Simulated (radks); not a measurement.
Task: These are the eigenvalues of the occupied orbitals of an atom or ion with whole-number occupations (eV). Calculated with a radial shooting solver on a logarithmic mesh with Libxc functionals: Dirac Kohn-Sham, LDA (Slater exchange, Perdew-Wang correlation), spin-unpolarised, spherical densities, finite nucleus; Fermi nuclear charge, rms radius of each element as measured or else 0.836 A^(1/3) + 0.57 fm.

orbital  eigenvalue
1s1/2     -24136.68
2s1/2     -3537.730
2p1/2     -3284.736
2p3/2     -3125.591
3s1/2     -650.3688
3p1/2     -550.3944
3p3/2     -522.6456
3d3/2     -344.9050
3d5/2     -339.3656
4s1/2     -100.8779
4p1/2      -69.7390
4p3/2      -65.1625
4d3/2      -18.4696
4d5/2      -17.9512
5s1/2      -12.8116

Which element is it, and in what charge state? The configuration may be excited. Open shells, if any, fill j = l - 1/2 first.

Result: Z = 46, palladium, charge +1: Pd+ in [Kr] 4d8 5s1. The list shows which subshells hold electrons but not how many an open one holds; the 1s level, -887.01 hartree, gives Z - s = 42.1 by -(Z - s)^2/2, which with screening and relativity narrows Z to a few neighbours, and the depths of the outer levels then fix element, charge and occupations together.
